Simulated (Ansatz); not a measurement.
`C[SiH2]C[SiH2]O` + `CC` → `CC[SiH2]O` + `C[SiH2]C`  (formal exchange of groups at the Si–C bond)

Isolated molecules relaxed with PBE0-D4/def2-TZVP in Ansatz; ΔE leaves out vibrations. CCSD(T)/CBS adds triple-zeta CCSD(T) − MP2 to the extrapolated MP2 energy (def2 sets, frozen cores). This one scheme is used for every species. Functionals use def2-TZVPP. Each species was taken in one conformer, which may not be the lowest.

`C[SiH2]C[SiH2]O`:

Cartesian coordinates in Å:
```
C -2.124 0.023 -0.621
Si -0.740 1.259 -0.383
C 0.644 0.562 0.676
Si 1.431 -0.995 0.027
O 2.807 -1.414 0.838
H -2.533 -0.295 0.341
H -2.937 0.461 -1.204
H -1.773 -0.868 -1.147
H -1.279 2.492 0.258
H -0.183 1.650 -1.709
H 1.420 1.330 0.768
H 0.250 0.379 1.683
H 0.433 -2.101 0.099
H 1.861 -0.810 -1.380
H 2.723 -1.672 1.756
```

`CC`:

Cartesian coordinates in Å:
```
C -0.157 0.740 0.069
C 0.157 -0.740 -0.069
H 0.274 1.156 0.982
H 0.240 1.312 -0.772
H -1.235 0.916 0.106
H -0.274 -1.156 -0.982
H -0.240 -1.312 0.772
H 1.235 -0.916 -0.106
```

`CC[SiH2]O`:

```xyz
12

C    -0.348   -0.874   -1.177
C    -0.571   -0.640    0.315
Si    0.539    0.676    1.040
O     0.326    2.147    0.315
H     0.685   -1.166   -1.386
H    -0.559    0.029   -1.756
H    -0.995   -1.664   -1.565
H    -1.612   -0.359    0.507
H    -0.397   -1.565    0.879
H     1.960    0.241    0.889
H     0.230    0.890    2.476
H     0.741    2.286   -0.536
```

`C[SiH2]C`:

```xyz
11

C     0.293    1.543   -0.183
Si    0.311   -0.283   -0.592
C    -0.574   -1.287    0.717
H     0.810    2.122   -0.951
H     0.787    1.733    0.773
H    -0.732    1.916   -0.113
H     1.722   -0.752   -0.710
H    -0.342   -0.504   -1.914
H    -0.099   -1.160    1.693
H    -0.558   -2.352    0.471
H    -1.618   -0.977    0.806
```

```json
{"level": "PBE0-D4", "ΔE (eV)": "0.15"}
{"level": "ωB97X-V", "ΔE (eV)": "0.14"}
{"level": "PBE", "ΔE (eV)": "0.12"}
{"level": "r2SCAN", "ΔE (eV)": "0.14"}
{"level": "HF/def2-TZVPP", "ΔE (eV)": "0.13"}
{"level": "MP2/def2-TZVPP", "ΔE (eV)": "0.17"}
{"level": "SCS-MP2/def2-TZVPP", "ΔE (eV)": "0.16"}
{"level": "CCSD/CBS(def2)", "ΔE (eV)": "0.15"}
```

Task: What does CCSD(T)/CBS give? (Estimate.)

Result: The calculation gave: +0.16 eV. The listed levels differ from it by -0.01, -0.02, -0.04, -0.02, -0.03, 0.01, 0.00, -0.01 eV.

Largest T1 diagnostic among the species: 0.011.

The D4 term adds +0.03 eV with B3LYP and +0.02 eV with PBE0; it sums over pairs of atoms, weighted by their polarisabilities, and B3LYP, whose exchange is more repulsive, gets the larger term.

B3LYP here is the variant with VWN-RPA as its local correlation; programs differ in this.
